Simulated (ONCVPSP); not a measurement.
# Transferability test, ONCV potential for nickel (Ni)

ONCVPSP 4.0.1 input, shortened (lines: element, Z, core and valence counts, functional; n l f; lmax; l rc ep ncon nbas qcut; lloc lpopt rc5 dvloc0; l nproj debl; icmod fcfact rcfact), LDA (Perdew-Wang 92), scalar-relativistic:

```
  Ni 28.00    3    4  -001012      upf
    1    0    2.00
    2    0    2.00
    2    1    6.00
    3    0    2.00
    3    1    6.00
    3    2    8.00
    4    0    2.00
    2
    0    1.35    0.00    5    9    9.40
    1    1.25    0.00    4    8   11.50
    2    1.20    0.00    5   10   15.60
    4    5    1.05    4.00
    0    2    2.60
    1    2    2.70
    2    3    1.40
    2    0.35    0.60
```

Energies are relative to the spin-unpolarised reference configuration 3s2 3p6 3d8 4s2; without spin polarisation the order of configurations can differ from experiment.

| valence configuration | charge | ΔE all-electron (eV) | error AE − PS (meV) |
| --- | --- | --- | --- |
| 3s2 3p6 3d8 4s1 | +1 | 9.594 | -0.3 |
| 3s2 3p6 3d8 4s0 | +2 | 27.247 | +0.7 |
| 3s2 3p6 3d8 4s1.5 | +0.5 | 3.840 | -0.2 |

What are ΔE and the potential's error for 3s2 3p6 3d7 4s0?

ΔE = 65.051 eV all-electron; the error (AE − PS) is -5.3 meV.

Levels in the configuration 3s2 3p6 3d7 4s0:

```csv
level,all-electron (eV),pseudo (eV)
3s,-150.079,-150.139
3p,-110.638,-110.658
3d,-47.391,-47.380
```
